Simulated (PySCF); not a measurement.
B(Br)2(Me) (CH3BBr2), SMILES CB(Br)Br. Atoms are numbered in the order given.

```xyz
7

B      0.0231    -0.6418     0.0000
Br    -0.0006     0.3455     1.6505
Br    -0.0006     0.3455    -1.6505
C      0.0076    -2.2002     0.0000
H      0.4683    -2.6296    -0.9018
H     -1.0532    -2.5182     0.0000
H      0.4683    -2.6296     0.9018
```
Charge 0, spin multiplicity 1.

Coordinates come from a B3LYP-D3(BJ)/def2-SVP optimisation.

Level of theory: PySCF with PBE/def2-TZVP.

ESP charges are fitted to the potential on shells at 1.4 to 2.0 van der Waals radii. Atomic charges (e):

```tsv
atom	Mulliken	ESP fit
B1	0.03	0.19
Br2	-0.05	-0.09
Br3	-0.05	-0.09
C4	-0.37	-0.41
H5	0.14	0.13
H6	0.15	0.14
H7	0.14	0.13
```

### Question
Give the Mayer and Wiberg (Löwdin basis) orders of the bonds. (Estimate from the structure and the level; the computed values follow.)

### Answer

| bond | Mayer | Wiberg |
|---|---|---|
| B1–Br2 | 1.35 | 2.08 |
| B1–Br3 | 1.35 | 2.08 |
| B1–C4 | 1.08 | 1.42 |
| C4–H5 | 0.94 | 0.85 |
| C4–H6 | 0.91 | 0.82 |
| C4–H7 | 0.94 | 0.85 |
